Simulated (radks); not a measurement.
Values are calculated unless marked as measured or tabulated.
Problem. Species: neutral phosphorus. Configuration: [Ne] 3s2 3p2 4p1 (not the ground configuration). Level of theory: non-relativistic Kohn-Sham, LDA (Slater exchange, Perdew-Wang correlation), spin-polarised, spherical densities, point nucleus; open shells are filled with parallel spins first (a radial shooting solver on a logarithmic mesh with Libxc functionals). Some entries of the table are withheld. Estimate them.

orbital  occ.  eigenvalue (hartree)  <r> (bohr)
1s up       1             -76.30812      0.1043
1s down     1             -76.29774      0.1043
2s up       1              -6.56994      0.5240
2s down     1              -6.55794      0.5236
2p up       3                   (1)      0.4868
2p down     3                   (2)      0.4862
3s up       1                   (3)       1.822
3s down     1                   (4)       1.839
3p up       2              -0.40812         (5)
3p down     0              -0.34058         (6)
4p up       1              -0.05095       7.736
4p down     0              -0.03328       8.662

Solution. 
(1) 2p up eigenvalue (hartree): -4.81933
(2) 2p down eigenvalue (hartree): -4.80436
(3) 3s up eigenvalue (hartree): -0.73640
(4) 3s down eigenvalue (hartree): -0.66344
(5) 3p up <r> (bohr): 2.137
(6) 3p down <r> (bohr): 2.198
